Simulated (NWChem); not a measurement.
System: C₃H₈Si; SMILES C(=C)C[SiH3]

NWChem input:

```
start job
memory heap 200 mb stack 900 mb global 1100 mb
geometry units angstroms noautosym nocenter noautoz
  Si     0.222538    -1.539524    -0.001262
  C     -0.807304     0.041452    -0.197609
  C     -0.160848     1.227474     0.440022
  C      0.424322     2.239493    -0.205790
  H     -0.523084    -2.711935    -0.557547
  H      1.523536    -1.405100    -0.724005
  H      0.501728    -1.796557     1.445831
  H     -1.794868    -0.157813     0.254454
  H     -0.971547     0.208823    -1.275196
  H     -0.152192     1.234982     1.538059
  H      0.448987     2.285004    -1.299710
  H      0.898697     3.060898     0.337014
end
basis spherical
  * library 6-311g**
end
dft
  xc bhlyp
  iterations 150
end
tddft
  cis
  ecut -63.0
  nroots 6
  notriplet
end
task tddft energy
```

NWChem printed, in part:

```
             Northwest Computational Chemistry Package (NWChem) 7.3.0
             --------------------------------------------------------

                             Geometry "geometry" -> ""
                             -------------------------

 Output coordinates in angstroms (scale by  1.889725989 to convert to a.u.)

  No.       Tag          Charge          X              Y              Z
 ---- ---------------- ---------- -------------- -------------- --------------
    1 Si                  14.0000     0.22253800    -1.53952400    -0.00126200
    2 C                    6.0000    -0.80730400     0.04145200    -0.19760900
    3 C                    6.0000    -0.16084800     1.22747400     0.44002200
    4 C                    6.0000     0.42432200     2.23949300    -0.20579000
    5 H                    1.0000    -0.52308400    -2.71193500    -0.55754700
    6 H                    1.0000     1.52353600    -1.40510000    -0.72400500
    7 H                    1.0000     0.50172800    -1.79655700     1.44583100
    8 H                    1.0000    -1.79486800    -0.15781300     0.25445400
    9 H                    1.0000    -0.97154700     0.20882300    -1.27519600
   10 H                    1.0000    -0.15219200     1.23498200     1.53805900
   11 H                    1.0000     0.44898700     2.28500400    -1.29971000
   12 H                    1.0000     0.89869700     3.06089800     0.33701400

 Effective nuclear repulsion energy (a.u.)     152.5964099988

                                 NWChem DFT Module
                                 -----------------

 Summary of "ao basis" -> "ao basis" (spherical)
 ------------------------------------------------------------------------------
       Tag                 Description            Shells   Functions and Types
 ---------------- ------------------------------  ------  ---------------------
 Si                         6-311g**                12       26   6s5p1d
 C                          6-311g**                 8       18   4s3p1d
 H                          6-311g**                 4        6   3s1p

            General Information
            -------------------
          SCF calculation type: DFT
          Wavefunction type:  closed shell.
          No. of atoms     :    12
          No. of electrons :    40
           Alpha electrons :    20
            Beta electrons :    20
          Charge           :     0
          Spin multiplicity:     1
          Use of symmetry is: off; symmetry adaption is: off
          Maximum number of iterations: 150
          AO basis - number of functions:   128
                     number of shells:    68
          Convergence on energy requested:  1.00D-06
          Convergence on density requested:  1.00D-05
          Convergence on gradient requested:  5.00D-04

              XC Information
              --------------
                        BHLYP Method XC Functional
                     Hartree-Fock (Exact) Exchange  0.500
                        Slater Exchange Functional  0.500 local
                    Becke 1988 Exchange Functional  0.500 non-local
              Lee-Yang-Parr Correlation Functional  1.000

             Grid Information
             ----------------
          Grid used for XC integration:  medium
          Radial quadrature: Mura-Knowles
          Angular quadrature: Lebedev.
          Tag              B.-S. Rad. Rad. Pts. Rad. Cut. Ang. Pts.
          ---              ---------- --------- --------- ---------
          Si                  1.10       88          12.0       590
          C                   0.70       49          13.0       434
          H                   0.35       45          14.0       434
          Grid pruning is: on
          Number of quadrature shells:   595
          Spatial weights used:  Erf1

      Superposition of Atomic Density Guess
      -------------------------------------

 Sum of atomic energies:        -405.84072828

      Non-variational initial energy
      ------------------------------

 Total energy =    -408.141593
 1-e energy   =    -858.316575
 2-e energy   =     297.578572
 HOMO         =      -0.293990
 LUMO         =       0.007775

   convergence    iter        energy       DeltaE   RMS-Dens  Diis-err
 ---------------- ----- ----------------- --------- --------- ---------
 d= 0,ls=0.0,diis     1   -408.5097516990 -5.61D+02  3.07D-03  4.39D-01
 d= 0,ls=0.0,diis     2   -408.5494413010 -3.97D-02  1.14D-03  1.98D-02
 d= 0,ls=0.0,diis     3   -408.5505862554 -1.14D-03  4.87D-04  1.33D-02
 d= 0,ls=0.0,diis     4   -408.5521829141 -1.60D-03  1.06D-04  5.39D-04
 d= 0,ls=0.0,diis     5   -408.5522438558 -6.09D-05  3.53D-05  4.73D-05
  Resetting Diis
 d= 0,ls=0.0,diis     6   -408.5522499881 -6.13D-06  8.43D-06  2.01D-06
 d= 0,ls=0.0,diis     7   -408.5522502683 -2.80D-07  2.62D-06  1.09D-07

         Total DFT energy =     -408.552250268332
      One electron energy =     -862.600426379451
           Coulomb energy =      341.549163049278
    Exchange-Corr. energy =      -40.097396936959
 Nuclear repulsion energy =      152.596409998800

 Numeric. integr. density =       39.999968402758

                       DFT Final Molecular Orbital Analysis
                       ------------------------------------

 Vector   18  Occ=2.000000D+00  E=-3.943609D-01
              MO Center= -3.1D-02, -1.5D+00,  1.2D-01, r^2= 3.8D+00
   Bfn.  Coefficient  Atom+Function         Bfn.  Coefficient  Atom+Function
  ----- ------------  ---------------      ----- ------------  ---------------
    82      0.245850   5 H  s                94     -0.201137   7 H  s
    83      0.180787   5 H  s                18     -0.161030   1 Si pz
    95     -0.151150   7 H  s                16     -0.146781   1 Si px
    81      0.137384   5 H  s                93     -0.113665   7 H  s
    15     -0.093366   1 Si pz               17     -0.088020   1 Si py

 Vector   19  Occ=2.000000D+00  E=-3.933219D-01
              MO Center=  5.4D-01, -1.3D+00, -2.8D-03, r^2= 3.1D+00
   Bfn.  Coefficient  Atom+Function         Bfn.  Coefficient  Atom+Function
  ----- ------------  ---------------      ----- ------------  ---------------
    88      0.250681   6 H  s                94     -0.195988   7 H  s
    89      0.184753   6 H  s                18     -0.180928   1 Si pz
    95     -0.145843   7 H  s                87      0.141752   6 H  s
    16      0.135387   1 Si px               93     -0.110668   7 H  s
    17      0.103074   1 Si py               15     -0.101735   1 Si pz

 Vector   20  Occ=2.000000D+00  E=-2.969827D-01
              MO Center=  3.7D-02,  1.3D+00,  2.3D-02, r^2= 2.8D+00
   Bfn.  Coefficient  Atom+Function         Bfn.  Coefficient  Atom+Function
  ----- ------------  ---------------      ----- ------------  ---------------
    73      0.244529   4 C  px               69      0.231623   4 C  px
    55      0.199387   3 C  px               51      0.191863   3 C  px
    65      0.152779   4 C  px               56     -0.135394   3 C  py
    74     -0.132092   4 C  py               47      0.124654   3 C  px
    70     -0.124597   4 C  py               52     -0.123242   3 C  py

[...]

                                NWChem TDDFT Module
                                -------------------

            General Information
            -------------------
           No. of orbitals :     256
            Alpha orbitals :     128
             Beta orbitals :     128
        Alpha frozen cores :       0
         Beta frozen cores :       0
     Alpha frozen virtuals :       0
      Beta frozen virtuals :       0
         Spin multiplicity :       1
    Number of AO functions :     128
        Use of symmetry is : off
      Symmetry adaption is : off
         Schwarz screening :  0.10D-07

              XC Information
              --------------
                 BHLYP Method XC Functional
              Hartree-Fock (Exact) Exchange   0.50
                 Slater Exchange Functional   0.50 local
             Becke 1988 Exchange Functional   0.50 non-local
       Lee-Yang-Parr Correlation Functional   1.00

             TDDFT Information
             -----------------
          Calculation type : Tamm-Dancoff TDDFT
         Wavefunction type : Restricted singlets
          No. of electrons :      40
           Alpha electrons :      20
            Beta electrons :      20
              No. of roots :       6
          Max subspacesize :    5200
            Max iterations :     100
               Target root :       1
           Target symmetry : none
             Energy Cutoff :-0.63D+02
      Symmetry restriction : off
                 Algorithm : Optimal
        Davidson threshold :  0.10D-03

    6 smallest eigenvalue differences (eV)
--------------------------------------------------------
  No. Spin  Occ  Vir  Irrep   E(Occ)    E(Vir)   E(Diff)
--------------------------------------------------------
    1    1    1   21 a       -67.125     0.050  1827.927
    2    1    1   22 a       -67.125     0.058  1828.150
    3    1    1   23 a       -67.125     0.088  1828.967
    4    1    1   24 a       -67.125     0.092  1829.085
    5    1    1   25 a       -67.125     0.101  1829.323
    6    1    1   26 a       -67.125     0.110  1829.572
--------------------------------------------------------

  Entering Davidson iterations
  Restricted singlet excited states

  Iter   NTrls   NConv    DeltaV     DeltaE      Time
  ----  ------  ------  ---------  ---------  ---------
    1      6       0     0.10E+00   0.10+100       32.4
    2     12       0     0.39E-01   0.30E-01       25.2
    3     18       0     0.18E-01   0.68E-02       26.5
    4     24       0     0.45E-02   0.71E-03       26.7
    5     30       1     0.21E-02   0.17E-04       27.9
    6     35       5     0.14E-03   0.54E-06       23.9
    7     36       6     0.50E-04   0.74E-08       19.1
  ----  ------  ------  ---------  ---------  ---------
  Convergence criterion met

  Ground state a        -408.552250268332 a.u.

  ----------------------------------------------------------------------------
  Root   1 singlet a             67.020622861 a.u.             1823.7247 eV
  ----------------------------------------------------------------------------
     Transition Moments    X  0.00555   Y -0.00679   Z  0.00174
     Dipole Oscillator Strength                    0.0035729134
     Electric Quadrupole                           0.0013632780
     Magnetic Dipole                               0.0005342629
     Total Oscillator Strength                     0.0054704543

     Occ.    1  a   ---  Virt.   21  a        0.47420
     Occ.    1  a   ---  Virt.   22  a        0.78286
     Occ.    1  a   ---  Virt.   23  a        0.05283
     Occ.    1  a   ---  Virt.   25  a       -0.07462
     Occ.    1  a   ---  Virt.   26  a       -0.15454
     Occ.    1  a   ---  Virt.   27  a        0.15975
     Occ.    1  a   ---  Virt.   28  a        0.13453
     Occ.    1  a   ---  Virt.   33  a       -0.06481
     Occ.    1  a   ---  Virt.   34  a       -0.23286
     Occ.    1  a   ---  Virt.   38  a        0.06564
     Occ.    1  a   ---  Virt.   41  a       -0.09891
  ----------------------------------------------------------------------------
  Root   2 singlet a             67.035817388 a.u.             1824.1382 eV
  ----------------------------------------------------------------------------
     Transition Moments    X  0.00491   Y  0.00541   Z  0.00629
     Dipole Oscillator Strength                    0.0041513918
     Electric Quadrupole                           0.0014103194
     Magnetic Dipole                               0.0016247577
     Total Oscillator Strength                     0.0071864690

     Occ.    1  a   ---  Virt.   21  a        0.60747
     Occ.    1  a   ---  Virt.   22  a       -0.34064
     Occ.    1  a   ---  Virt.   23  a        0.17960
     Occ.    1  a   ---  Virt.   24  a       -0.38533
     Occ.    1  a   ---  Virt.   27  a       -0.38595
     Occ.    1  a   ---  Virt.   28  a        0.20848
     Occ.    1  a   ---  Virt.   30  a       -0.18532
     Occ.    1  a   ---  Virt.   31  a       -0.24939
     Occ.    1  a   ---  Virt.   39  a       -0.11977
     Occ.    1  a   ---  Virt.   40  a       -0.06948
     Occ.    1  a   ---  Virt.   42  a        0.08150
  ----------------------------------------------------------------------------
  Root   3 singlet a             67.042324316 a.u.             1824.3152 eV
  ----------------------------------------------------------------------------
     Transition Moments    X  0.00629   Y  0.00341   Z -0.00771
     Dipole Oscillator Strength                    0.0049418090
     Electric Quadrupole                           0.0015593718
     Magnetic Dipole                               0.0023686501
     Total Oscillator Strength                     0.0088698309

     Occ.    1  a   ---  Virt.   23  a       -0.73126
     Occ.    1  a   ---  Virt.   24  a       -0.35563
     Occ.    1  a   ---  Virt.   25  a       -0.22983
     Occ.    1  a   ---  Virt.   26  a        0.26855
     Occ.    1  a   ---  Virt.   27  a        0.14179
     Occ.    1  a   ---  Virt.   28  a        0.14788
     Occ.    1  a   ---  Virt.   29  a       -0.20762
     Occ.    1  a   ---  Virt.   30  a        0.07200
     Occ.    1  a   ---  Virt.   31  a       -0.10111
     Occ.    1  a   ---  Virt.   32  a        0.25897
     Occ.    1  a   ---  Virt.   39  a        0.05679
     Occ.    1  a   ---  Virt.   40  a       -0.14069
     Occ.    1  a   ---  Virt.   42  a       -0.05820
     Occ.    1  a   ---  Virt.   65  a        0.05966
  ----------------------------------------------------------------------------
  Root   4 singlet a             67.052248767 a.u.             1824.5853 eV
  ----------------------------------------------------------------------------
     Transition Moments    X  0.00224   Y  0.00081   Z  0.00194
     Dipole Oscillator Strength                    0.0004233209
     Electric Quadrupole                           0.0001326628
     Magnetic Dipole                               0.0002095125
     Total Oscillator Strength                     0.0007654963

     Occ.    1  a   ---  Virt.   21  a       -0.31759
     Occ.    1  a   ---  Virt.   22  a        0.13757
     Occ.    1  a   ---  Virt.   23  a        0.21562
     Occ.    1  a   ---  Virt.   24  a       -0.69501
     Occ.    1  a   ---  Virt.   25  a        0.37136
     Occ.    1  a   ---  Virt.   26  a       -0.18675
     Occ.    1  a   ---  Virt.   27  a        0.30157
     Occ.    1  a   ---  Virt.   28  a        0.15359
     Occ.    1  a   ---  Virt.   29  a        0.05684
     Occ.    1  a   ---  Virt.   31  a       -0.07827
     Occ.    1  a   ---  Virt.   33  a        0.07333
     Occ.    1  a   ---  Virt.   34  a        0.08586
     Occ.    1  a   ---  Virt.   36  a        0.06409
     Occ.    1  a   ---  Virt.   39  a       -0.05770
     Occ.    1  a   ---  Virt.   41  a       -0.07944
     Occ.    1  a   ---  Virt.   44  a       -0.11276
     Occ.    1  a   ---  Virt.   46  a       -0.09873
  ----------------------------------------------------------------------------
  Root   5 singlet a             67.112928533 a.u.             1826.2365 eV
  ----------------------------------------------------------------------------
     Transition Moments    X  0.00150   Y -0.00475   Z -0.00216
     Dipole Oscillator Strength                    0.0013216032
     Electric Quadrupole                           0.0005151288
     Magnetic Dipole                               0.0001232563
     Total Oscillator Strength                     0.0019599883

[...]
```

Level: BHandHLYP/6-311G** (spherical d), restricted-window TDA. The geometry was optimised at PBE0/def2-SVP. The quadrupole and magnetic terms of the printed total strengths depend on the origin.
